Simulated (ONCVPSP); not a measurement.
Logarithmic derivatives: fluorine (F), ONCV

```json
{
  "Element": "fluorine (F)",
  "Generator": "ONCVPSP 4.0.1",
  "Type": "optimised norm-conserving Vanderbilt (ONCV)",
  "Functional": "LDA (Perdew-Wang 92)",
  "Relativity": "scalar-relativistic",
  "Frozen core": "[He]",
  "Valence charge": "7",
  "Reference configuration": "2s2 2p5",
  "Partial waves": "2s: rc 0.60 bohr, ncon 4, nbas 7, qcut 10.2 1/bohr, 2 projectors, debl 0.8 Ha; 2p: rc 0.90 bohr, ncon 4, nbas 9, qcut 8.2 1/bohr, 2 projectors, debl 2.5 Ha; d scattering state at 0.08 Ha: rc 0.90 bohr, ncon 4, nbas 8, qcut 9 1/bohr, 2 projectors, debl 2.4 Ha",
  "Local potential": "polynomial inside 0.40 bohr (lpopt 1, dvloc0 4 Ha)",
  "Core correction": "none"
}
```

In the s channel the program set the typed energies aside and used -1.090, 0.250 Ha.

The phase is arctan(r·R′/R) of the radial function R(r), unwrapped; energies in Ha, scanned from -3 to 5 Ha. A pole is an energy at which the radial function vanishes at the test radius. The pseudo phase is shifted by a multiple of π to meet the all-electron one at the reference energy, and phase errors are pseudo minus all-electron; the curves can meet again beyond the range given. Levels narrower than the energy grid can be missing from the lists of poles.

Question: For each channel, where are the poles, and over which energies does the pseudopotential scatter like the atom?

Answer:

```
channel  radius (bohr)  reference energy (Ha)  poles, all-electron  poles, pseudo  unbroken range about the reference energy with phases within 0.05 rad  phase error 1 Ha above the reference energy (rad)
      s           0.61                  -1.09                 none           none                                                        the whole range                                             +0.000
      p           0.91                  -0.42                 3.05           3.05                                                        the whole range                                             -0.000
      d           0.91                   0.08                 none           none                                                        the whole range                                             +0.000
```

Phases in the d channel:

```
E (Ha)  all-electron  pseudo
 -2.98         1.097   1.097
 -2.54         1.073   1.073
 -2.10         1.045   1.045
 -1.66         1.013   1.013
 -1.22         0.976   0.976
 -0.78         0.933   0.933
 -0.34         0.883   0.883
  0.10         0.824   0.824
  0.54         0.753   0.753
  0.98         0.668   0.668
  1.42         0.565   0.565
  1.86         0.440   0.440
  2.30         0.292   0.292
  2.74         0.122   0.122
  3.18        -0.066  -0.066
  3.62        -0.260  -0.260
  4.06        -0.446  -0.446
  4.50        -0.613  -0.613
  4.94        -0.757  -0.758
```
